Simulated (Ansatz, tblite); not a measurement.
Forces on the cluster OsO₂ at its r2SCAN-D4/def2-TZVP geometry. The state is a singlet with charge 0.

In the def2 sets Os takes a core potential; there is no spin–orbit coupling. The xTB rows come from tblite. The structure holds 1 bond(s) between oxygen atoms. The restricted singlet is unstable towards broken spin symmetry in Hartree–Fock (as tested in another run); at PBE-D4/def2-TZVP this wasn't settled. Another isomer (triplet) lies 5.13 eV lower at PBE0-D4/def2-TZVP; other spin states weren't run for this one.

GFN1-xTB (tblite), largest force 0.76 eV/Å:

```xyz
3
positions Å, forces eV/Å
Os   -1.096   -0.390    0.087    0.715    0.255   -0.058
O     0.688   -0.061    0.571   -0.458    0.061   -0.422
O     0.408    0.452   -0.658   -0.257   -0.317    0.480
```

GFN2-xTB (tblite), largest force 0.37 eV/Å:

```
Os -0.348 -0.124 0.027
O 0.176 0.060 -0.009
O 0.172 0.063 -0.018
```

PBE-D4/def2-TZVP (Ansatz), largest force 0.60 eV/Å:

```
Os -0.559 -0.199 0.044
O 0.337 -0.004 0.226
O 0.223 0.203 -0.270
```
